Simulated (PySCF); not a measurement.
# Assignment exercise: C4H10OSi2

Cartesian coordinates in Å; atom numbers follow the order of the lines, from 1:
```xyz
17

C     3.0704    0.3577    1.3680
C     2.0673   -0.3690    0.6208
C     1.2346   -0.9769   -0.0037
Si   -0.0432   -1.9030   -0.9656
O    -1.3690   -0.9862   -1.1666
Si   -2.3852    0.2647   -1.0056
C    -1.7100    1.4877    0.2749
H     3.3679   -0.2144    2.2469
H     3.9482    0.5289    0.7446
H     2.6730    1.3199    1.6913
H     0.4474   -2.1842   -2.3154
H    -0.4806   -3.0818   -0.2155
H    -2.4749    0.8724   -2.3353
H    -3.6553   -0.3229   -0.5730
H    -0.7335    1.8626   -0.0201
H    -1.5940    1.0157    1.2469
H    -2.3700    2.3407    0.3974
```

PySCF calculation with geometry from GFN2-xTB and shieldings: GIAO PBE0/pcSseg-1; no relativistic terms, one computed conformer, one averaged value for each set of equivalent atoms, no solvent model.

References, each an isolated molecule treated in the same way: 13C (186.93 ppm), 1H (31.72 ppm) vs TMS.

Problem. Assign these signals to the numbered atoms. 13C{1H} NMR (computed): δ 112.3 (C), 86.7 (C), 6.0 (CH3), 0.2 (CH3).

Solution. 
| δ (ppm) | atoms | environment | reason |
| --- | --- | --- | --- |
| 112.3 | C2 | alkyne carbon | – |
| 86.7 | C3 | alkyne carbon | the triple bond shields along its axis, which puts it between sp3 and sp2 carbons |
| 6.0 | C1 | propargylic methyl carbon | aliphatic region, no heteroatom directly attached |
| 0.2 | C7 | methyl carbon bonded to Si | an electropositive neighbour leaves it electron-rich and shielded |

Problem. Assign these signals to the numbered atoms. 1H NMR (400 MHz, computed): δ 5.25 (q, 2H), 5.17 (s, 2H), 2.10 (s, 3H), 0.39 (t, 3H).

Solution. 
```tsv
δ (ppm)	atoms	environment	reason
5.25	H13/H14	hydrogen on a silicon bonded to C, O	–
5.17	H11/H12	hydrogen on a silicon bonded to C, O	–
2.10	H8/H9/H10	hydrogen on a propargylic methyl carbon	–
0.39	H15/H16/H17	hydrogen on a methyl carbon bonded to Si	an electropositive neighbour shields it, as in TMS itself
```

H13/H14 and H11/H12 lie closer than the usual error of such a calculation, so a measured spectrum could show them in the other order.

Shifts are as computed. Against solution values, carbons near 30 ppm lie about +3 ppm off and those near 130 ppm about +5 ppm. Of 1211 compounds with measured shifts, 218 miss one by over three times the rms of a fit or turn the order of signals round; such compounds aren't used in these exercises. No couplings were computed; multiplicities are counted from neighbouring protons, with m where these are inequivalent, close in shift, in a saturated or five-membered ring or joined by F or P, and br s for small geminal =CH2 splittings.
